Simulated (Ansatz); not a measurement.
H4B3O3, charge +1, singlet, geometry from GFN2-xTB, with bond 9-4 at 2.4 times its length; SC-NEVPT2/6-31G, CASSCF(6,5) (Ansatz, a quantum-chemistry and plane-wave program).

Here is a job for Ansatz.
Ansatz 0.2 input:
```yaml
crystal:
  periodic: [false, false, false]
  atoms:
    - {symbol: B, position_ang: [-0.94337413, 1.05204105, -0.24627441]}
    - {symbol: O, position_ang: [-1.34210952, -0.24615829, -0.05448432]}
    - {symbol: B, position_ang: [-0.54898062, -1.26173336, 0.17482172]}
    - {symbol: O, position_ang: [0.86559862, -0.96530661, 0.22597057]}
    - {symbol: B, position_ang: [1.33082186, 0.38983210, 0.02928340]}
    - {symbol: O, position_ang: [0.40619769, 1.28987746, -0.18984200]}
    - {symbol: H, position_ang: [-1.70820227, 1.90496947, -0.44593814]}
    - {symbol: H, position_ang: [-0.89957058, -2.36156285, 0.33638859]}
    - {symbol: H, position_ang: [2.39356676, -2.66928086, 0.62485734]}
    - {symbol: H, position_ang: [2.47569089, 0.60388981, 0.07506864]}
basis:
  gaussian:
    orbitals: 6-31G
total_charge: 1
magnetization: {spin_polarized: false}
correlation: {method: sc_nevpt2, electrons: all, active_space: {window: {electrons: 6, orbitals: 5}}}
```

**Question.** What does Ansatz print? Leave out banner, timings and long lists.

**Answer.** 
```
Functional definition: HF
731 factors; integrals over basis functions are off by at most 2.4e-4 eV
mean field evaluation 1: about -8171.3565 eV, gradient 6.5e1 eV
mean field evaluation 2: about -8171.3610 eV, gradient 6.5e1 eV
mean field evaluation 4: about -8179.8726 eV, gradient 4.7e0 eV
mean field evaluation 8: about -8179.9634 eV, gradient 1.6e-1 eV
mean field -8179.96362273 eV, -300.6081185568 hartree, gradient 2.0e-6 eV, S^2 0.000000; 0 other end points of the search recorded, 0 dependent functions left out; unrestricted orbitals would lower it
reference -8179.96362273 eV, -300.6081185568 hartree; 21, 21 occupied and 41, 41 virtual orbitals, 731 factors
state -8181.76882488 eV, -300.6744585123 hartree
state -8181.76882488 eV, -300.6744585123 hartree; corrected -8194.27338963 eV, -301.1339927910 hartree
state -8181.58567038 eV, -300.6677277084 hartree
state -8181.58567038 eV, -300.6677277084 hartree; corrected -8194.25138022 eV, -301.1331839599 hartree
state -8181.76882488 eV, -300.6744585123 hartree; corrected -8194.27338963 eV, -301.1339927910 hartree
Total energy: -8194.27338963 eV, -301.1339927910 hartree
```
